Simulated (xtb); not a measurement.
Si(F)(OH)3 (FH₃O₃Si), SMILES O[Si](O)(O)F. All values are semi-empirical tight-binding results from xtb (GFN2-xTB unless named), good for trends rather than for accurate numbers. Coordinates come from a GFN2-xTB optimisation. The values are those of a single conformer.

The point group as xtb finds it is C3, the orbital gap is 11.06 eV and the dipole moment is 0.67 D. The zero-point energy is 27.7 kcal/mol and the G − E(el) at 298.15 K (modified RRHO) is 9.5 kcal/mol. The static polarisability (D4 model) is 54.2 bohr³ and the solvation energy, GFN2-xTB/ALPB(water) is -13.1 kcal/mol. The solvation energy, GFN2-xTB/ALPB(dmso) is -15.7 kcal/mol.
